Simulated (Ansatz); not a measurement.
Geometry optimisation, RKS B3LYP-D4/def2-SVP in Ansatz.

Input file:

```yaml
crystal:
  periodic: [false, false, false]
  atoms:
    - { symbol: Si, position_ang: [-1.4698, 1.0963, 1.2166] }
    - { symbol: Si, position_ang: [-0.135, 0.8564, -0.5752] }
    - { symbol: "N", position_ang: [0.92294, 2.16303, -0.92106] }
    - { symbol: C, position_ang: [-0.02063, 3.06815, -1.75617] }
    - { symbol: Si, position_ang: [-1.12354, 1.6845, -2.38872] }
    - { symbol: H, position_ang: [-1.074, 2.2964, 2.0497] }
    - { symbol: H, position_ang: [-2.8827, 1.4115, 0.7548] }
    - { symbol: H, position_ang: [-1.5091, -0.0663, 2.0421] }
    - { symbol: H, position_ang: [0.5695, -0.43149, -0.71258] }
    - { symbol: H, position_ang: [1.34263, 2.56614, -0.13073] }
    - { symbol: H, position_ang: [0.47882, 3.66089, -2.46474] }
    - { symbol: H, position_ang: [-0.5782, 3.78314, -1.0638] }
    - { symbol: H, position_ang: [-2.56718, 1.98343, -2.24058] }
    - { symbol: H, position_ang: [-0.71617, 1.15998, -3.68098] }
basis:
  gaussian: { orbitals: def2-SVP }
hamiltonian:
  xc: b3lyp
  dispersion: d4
relax:
  f_tol: 0.015
  max_steps: 40
```

Run as:

```bash
$ ansatz run input.yaml --threads 2 --pin off --max-ram 3072MiB --backend cpu --events-out ev --progress --plain --runs-dir out
```

Problem. Where does it end, and by what steps?

Solution. It converged. After 21 steps the energy has fallen by 0.769 eV; H6 moved furthest, 1.38 Å.

```json
{"step": "0", "energy less start (eV)": "0.0000", "largest force component (eV/Å)": "2.982", "accepted": "yes"}
{"step": "1", "energy less start (eV)": "-0.5634", "largest force component (eV/Å)": "1.153", "accepted": "yes"}
{"step": "2", "energy less start (eV)": "-0.6596", "largest force component (eV/Å)": "0.390", "accepted": "yes"}
{"step": "3", "energy less start (eV)": "-0.6500", "largest force component (eV/Å)": "0.544", "accepted": "no"}
{"step": "4", "energy less start (eV)": "-0.6933", "largest force component (eV/Å)": "0.251", "accepted": "yes"}
{"step": "5", "energy less start (eV)": "-0.7061", "largest force component (eV/Å)": "0.169", "accepted": "yes"}
{"step": "6", "energy less start (eV)": "-0.7178", "largest force component (eV/Å)": "0.202", "accepted": "yes"}
{"step": "7", "energy less start (eV)": "-0.7139", "largest force component (eV/Å)": "0.451", "accepted": "no"}
{"step": "8", "energy less start (eV)": "-0.7276", "largest force component (eV/Å)": "0.134", "accepted": "yes"}
{"step": "9", "energy less start (eV)": "-0.7346", "largest force component (eV/Å)": "0.067", "accepted": "yes"}
{"step": "10", "energy less start (eV)": "-0.7398", "largest force component (eV/Å)": "0.187", "accepted": "yes"}
{"step": "11", "energy less start (eV)": "-0.7395", "largest force component (eV/Å)": "0.354", "accepted": "no"}
{"step": "12", "energy less start (eV)": "-0.7486", "largest force component (eV/Å)": "0.082", "accepted": "yes"}
{"step": "13", "energy less start (eV)": "-0.7550", "largest force component (eV/Å)": "0.060", "accepted": "yes"}
{"step": "14", "energy less start (eV)": "-0.7596", "largest force component (eV/Å)": "0.124", "accepted": "yes"}
{"step": "15", "energy less start (eV)": "-0.7610", "largest force component (eV/Å)": "0.187", "accepted": "yes"}
{"step": "16", "energy less start (eV)": "-0.7647", "largest force component (eV/Å)": "0.088", "accepted": "yes"}
{"step": "17", "energy less start (eV)": "-0.7670", "largest force component (eV/Å)": "0.024", "accepted": "yes"}
{"step": "18", "energy less start (eV)": "-0.7679", "largest force component (eV/Å)": "0.035", "accepted": "yes"}
{"step": "19", "energy less start (eV)": "-0.7683", "largest force component (eV/Å)": "0.033", "accepted": "yes"}
{"step": "20", "energy less start (eV)": "-0.7685", "largest force component (eV/Å)": "0.020", "accepted": "yes"}
{"step": "21", "energy less start (eV)": "-0.7686", "largest force component (eV/Å)": "0.006", "accepted": "yes"}
```

```xyz
14
Properties=species:S:1:pos:R:3
Si -1.519 0.890 1.496
Si -0.173 1.007 -0.435
N 0.530 2.584 -0.735
C 0.032 3.140 -2.002
Si -1.119 1.657 -2.483
H -0.719 1.152 2.732
H -2.603 1.916 1.423
H -2.152 -0.459 1.631
H 0.788 -0.147 -0.409
H 1.175 3.138 -0.180
H 0.830 3.321 -2.748
H -0.524 4.089 -1.879
H -2.572 1.993 -2.540
H -0.738 0.952 -3.742
```

The run took 82 s on 2 threads of Arm Neoverse V2 (shared host), peak memory 0.32 GiB.
